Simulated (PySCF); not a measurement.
PySCF input (BP86/6-31G* with LANL2DZ past Ar (5d)):

```python
from pyscf import gto, dft

mol = gto.M(
    atom='''
    Ge    1.56828700   -0.13109300   -0.16103300
    C    -0.33939800   -0.05472900    0.09541800
    C    -1.26353600   -0.99858500    0.46529300
    C    -2.54814000   -0.39353000    0.36694800
    C    -2.33345200    0.87490700   -0.07124300
    O    -1.00809600    1.09895200   -0.24906600
    H     2.20293700    1.23568600    0.17661800
    H     2.11488200   -1.25988200    0.74138800
    H    -1.04170700   -2.00442100    0.78066600
    H    -3.50197200   -0.83815200    0.59487000
    H    -2.98739900    1.70176000   -0.28645400
    ''',
    basis={'default': '6-31g*', 'Ge': 'lanl2dz'},
    ecp={'Ge': 'lanl2dz'},
    charge=0,
    spin=1,
    verbose=4,
)

mf = dft.UKS(mol, xc='bp86')
mf.grids.level = 3
mf.conv_tol = 1e-9
mf.max_cycle = 100
mf.max_memory = 1500
mf.kernel()
if not mf.converged:
    mf = mf.newton()
    mf.kernel(mf.make_rdm1())
mo, _, stable, _ = mf.stability(return_status=True)
if not stable:
    mf.kernel(mf.make_rdm1(mo, mf.mo_occ))
    stable = mf.stability(return_status=True)[2]
mf.dip_moment()
```

From the output:

```

cycle= 1 E= -233.799270070599  delta_E= -10.7  |g|= 0.749  |ddm|= 2.83
  alpha nocc = 21  HOMO = -0.0557914865860477  LUMO = -0.0220975395218197
  beta  nocc = 20  HOMO = -0.0630703439273022  LUMO = -0.0520918195292975
  HOMO = -0.055791486586  LUMO = -0.0520918195293  gap/eV = 0.10067
cycle= 2 E= -226.944406980778  delta_E= 6.85  |g|= 2.78  |ddm|= 8.04
  alpha nocc = 21  HOMO = -0.180180968593497  LUMO = -0.00828762888622592
  beta  nocc = 20  HOMO = -0.226692551815251  LUMO = -0.162611426583641
  HOMO = -0.180180968593  LUMO = -0.162611426584  gap/eV = 0.47809
cycle= 3 E= -234.197242789442  delta_E= -7.25  |g|= 0.412  |ddm|= 7.79
  alpha nocc = 21  HOMO = -0.147527112025255  LUMO = -0.00850493366340288
  beta  nocc = 20  HOMO = -0.213303363500891  LUMO = -0.128436007096457
  HOMO = -0.147527112025  LUMO = -0.128436007096  gap/eV = 0.51950
cycle= 4 E= -234.297084147298  delta_E= -0.0998  |g|= 0.369  |ddm|= 0.899
  alpha nocc = 21  HOMO = -0.158529822991209  LUMO = -0.0112668240598062
  beta  nocc = 20  HOMO = -0.205070585452749  LUMO = -0.131060995302931
  HOMO = -0.158529822991  LUMO = -0.131060995303  gap/eV = 0.74746
cycle= 5 E= -234.355338659943  delta_E= -0.0583  |g|= 0.0822  |ddm|= 0.379
  alpha nocc = 21  HOMO = -0.168564241313966  LUMO = -0.0194820213009095
  beta  nocc = 20  HOMO = -0.216148012576173  LUMO = -0.133223708642987
  HOMO = -0.168564241314  LUMO = -0.133223708643  gap/eV = 0.96166
cycle= 6 E= -234.359121697834  delta_E= -0.00378  |g|= 0.0456  |ddm|= 0.147
  alpha nocc = 21  HOMO = -0.170258457134548  LUMO = -0.0219372688142094
  beta  nocc = 20  HOMO = -0.218278750176044  LUMO = -0.131360122634835
  HOMO = -0.170258457135  LUMO = -0.131360122635  gap/eV = 1.05848
cycle= 7 E= -234.359921260579  delta_E= -0.0008  |g|= 0.0243  |ddm|= 0.0637
  alpha nocc = 21  HOMO = -0.168851610527224  LUMO = -0.0201524315460837
  beta  nocc = 20  HOMO = -0.216078943491247  LUMO = -0.128437174138227
  HOMO = -0.168851610527  LUMO = -0.128437174138  gap/eV = 1.09973
cycle= 8 E= -234.360253486595  delta_E= -0.000332  |g|= 0.00777  |ddm|= 0.0339
  alpha nocc = 21  HOMO = -0.169469851785585  LUMO = -0.0202406353899178
  beta  nocc = 20  HOMO = -0.21626586906693  LUMO = -0.12863245131129
  HOMO = -0.169469851786  LUMO = -0.128632451311  gap/eV = 1.11124
cycle= 9 E= -234.360288860853  delta_E= -3.54e-05  |g|= 0.00434  |ddm|= 0.0118
  alpha nocc = 21  HOMO = -0.169892836770011  LUMO = -0.0201734410093906
  beta  nocc = 20  HOMO = -0.216180490800852  LUMO = -0.128826531617303
  HOMO = -0.16989283677  LUMO = -0.128826531617  gap/eV = 1.11747
cycle= 10 E= -234.360300243389  delta_E= -1.14e-05  |g|= 0.00133  |ddm|= 0.00634
  alpha nocc = 21  HOMO = -0.169824401126252  LUMO = -0.020106974910874
  beta  nocc = 20  HOMO = -0.21610173967818  LUMO = -0.128633940835087
  HOMO = -0.169824401126  LUMO = -0.128633940835  gap/eV = 1.12085
cycle= 11 E= -234.360301275724  delta_E= -1.03e-06  |g|= 0.000758  |ddm|= 0.00241
  alpha nocc = 21  HOMO = -0.169800228562263  LUMO = -0.0201653362036254
  beta  nocc = 20  HOMO = -0.216178812159637  LUMO = -0.128613029141199
  HOMO = -0.169800228562  LUMO = -0.128613029141  gap/eV = 1.12076
cycle= 12 E= -234.360301643978  delta_E= -3.68e-07  |g|= 0.000338  |ddm|= 0.00109
  alpha nocc = 21  HOMO = -0.169808643104108  LUMO = -0.0201831663692538
  beta  nocc = 20  HOMO = -0.216186984966402  LUMO = -0.128636807670709
  HOMO = -0.169808643104  LUMO = -0.128636807671  gap/eV = 1.12034
cycle= 13 E= -234.360301605599  delta_E= 3.84e-08  |g|= 0.000143  |ddm|= 0.000409
  alpha nocc = 21  HOMO = -0.169796418807458  LUMO = -0.020177907229769
  beta  nocc = 20  HOMO = -0.216188604996034  LUMO = -0.128632535164247
  HOMO = -0.169796418807  LUMO = -0.128632535164  gap/eV = 1.12013
cycle= 14 E= -234.360301629188  delta_E= -2.36e-08  |g|= 0.000114  |ddm|= 0.00022
  alpha nocc = 21  HOMO = -0.169802700553976  LUMO = -0.0201821192310945
  beta  nocc = 20  HOMO = -0.216190199156934  LUMO = -0.128636839235639
  HOMO = -0.169802700554  LUMO = -0.128636839236  gap/eV = 1.12018
cycle= 15 E= -234.360301636821  delta_E= -7.63e-09  |g|= 2.02e-05  |ddm|= 0.000154
  alpha nocc = 21  HOMO = -0.169803671530978  LUMO = -0.0201828284191521
  beta  nocc = 20  HOMO = -0.216191605521217  LUMO = -0.128638598873295
  HOMO = -0.169803671531  LUMO = -0.128638598873  gap/eV = 1.12016
cycle= 16 E= -234.360301637006  delta_E= -1.86e-10  |g|= 8.86e-06  |ddm|= 2.81e-05
  alpha nocc = 21  HOMO = -0.169802027094494  LUMO = -0.0201838946353945
  beta  nocc = 20  HOMO = -0.216192380911334  LUMO = -0.128637467196146
  HOMO = -0.169802027094  LUMO = -0.128637467196  gap/eV = 1.12014
Extra cycle  E= -234.360301636892  delta_E= 1.14e-10  |g|= 1.75e-05  |ddm|= 2.96e-05
converged SCF energy = -234.360301636892  <S^2> = 0.75265372  2S+1 = 2.002652
uhf_internal: lowest eigs of H = [0.39502773 0.44969634 0.45986895]
<class 'pyscf.dft.uks.UKS'> wavefunction is stable in the internal stability analysis
Dipole moment(X, Y, Z, Debye): -1.46429, -0.42591,  0.12495
```

The geometry given is a B3LYP-D3(BJ)/def2-TZVP minimum.
